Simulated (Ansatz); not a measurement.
Consider the isomerisation: `N[SiH2][SiH](N)Cl` → `N[SiH](Cl)N[SiH3]`.

Calculated with Ansatz (gas phase, PBE0-D4/def2-TZVP geometries, no zero-point term in ΔE). CCSD(T)/CBS adds triple-zeta CCSD(T) − MP2 to the extrapolated MP2 energy (def2 sets, frozen cores). DFT in def2-TZVPP. B3LYP here is the variant with VWN-RPA as its local correlation; programs differ in this. Each species was taken in one conformer, which may not be the lowest.

Question: Is it downhill or uphill in electronic energy at CCSD(T)/CBS, and by how much? (An estimate is asked.)

Answer: Ansatz gave: Downhill: ΔE = -86.6 kJ/mol.

Question: What do these levels give: r2SCAN-D4, r2SCAN, B3LYP, SCS-MP2/def2-QZVPP, MP2/CBS(def2), CCSD/CBS(def2)? (Estimate.)

Answer: Computed: r2SCAN-D4 -80.5, r2SCAN -80.4, B3LYP -79.5, SCS-MP2/def2-QZVPP -94.7, MP2/CBS(def2) -93.0, CCSD/CBS(def2) -88.2 kJ/mol.

Largest T1 diagnostic among the species: 0.011.

In def2-TZVPP, CCSD(T) changes the Hartree–Fock value by +11.4 kJ/mol (the triples alone add +1.6 kJ/mol) and MP2 by +5.0 kJ/mol. From PBE to PBE0 (25 % exact exchange), in def2-TZVPP and without D4, ΔE moves by −8.4 kJ/mol.
